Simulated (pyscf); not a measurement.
F–SiH(F)–Si(F)(F)–F → difluorosilylene (F–Si:–F) [singlet] + F–SiH(F)–F (1,1-elimination; singlet surface; F–Si, Si–Si broken, F–Si formed). PySCF, gas phase, ωB97X-D3(BJ)/def2-SVP geometries. Energies in kJ/mol from the reactant's lowest minimum found.

```tsv
level	barrier	reaction energy
PBE/def2-TZVP	168.0	+103.8
r²SCAN/def2-TZVP	187.0	+123.5
B3LYP-D3(BJ)/def2-TZVP	190.3	+103.0
PBE0-D3(BJ)/def2-TZVP	?	?
ωB97M-D3(BJ)/def2-TZVP	?	+89.0
HF/def2-TZVP	254.9	+100.1
```

Problem. Some entries are withheld; supply them.

Solution. 
- PBE0-D3(BJ)/def2-TZVP, barrier: 190.9
- PBE0-D3(BJ)/def2-TZVP, reaction energy: +122.0
- ωB97M-D3(BJ)/def2-TZVP, barrier: 179.1

The functionals in the table span 22.9 kJ/mol in this barrier, from PBE to PBE0-D3(BJ). One saddle was located; it need not be the lowest between these sides.
